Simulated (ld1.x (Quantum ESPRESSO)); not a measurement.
# Ranking PAW potentials for helium (He)

All share these settings but for the change named:

```
Element                 : He
Generator               : ld1.x (Quantum ESPRESSO) 7.5
Type                    : PAW
Functional              : LDA (PZ)
Relativity              : scalar-relativistic
Frozen core             : none
Valence charge          : 2
Reference configuration : 1s2
Partial waves           : 1s (bound): rcut 0.50, rcutus 0.55 bohr; 1s channel at -0.8 Ry: rcut 0.50, rcutus 0.55 bohr; 2p channel at 0.5 Ry: rc 0.45 bohr
Local potential         : the p channel
Core correction         : none
Augmentation charge     : PSQ, inside the norm-conserving radii
```

Test errors are all-electron minus pseudo excitation energies from the reference, over 1s1; 1s1.5. None of these files shows a bound ghost.

The base gives 0.3 meV.

Of 6 variants that were run, those that failed, showed a ghost or another fault, or gave nearly equal values are left out.

A variant can come out equal or close to the base, since the largest error may sit in a test that the change hardly touches while other tests move.

Task: Rank these variants by their largest absolute test error, smallest first.
A. wave 1s channel at -0.8 Ry: rcut 0.50, rcutus 0.55 bohr becomes 1s channel at -0.99 Ry: rcut 0.50, rcutus 0.55 bohr
B. wave 2p channel at 0.5 Ry: rc 0.45 bohr becomes 2p channel at 0.5 Ry: rc 0.44 bohr
C. waves 1s (bound): rcut 0.46, rcutus 0.48 bohr; 1s channel at -0.8 Ry: rcut 0.46, rcutus 0.48 bohr

Result: B (0.3 meV), C (0.4 meV), A (1.4 meV).
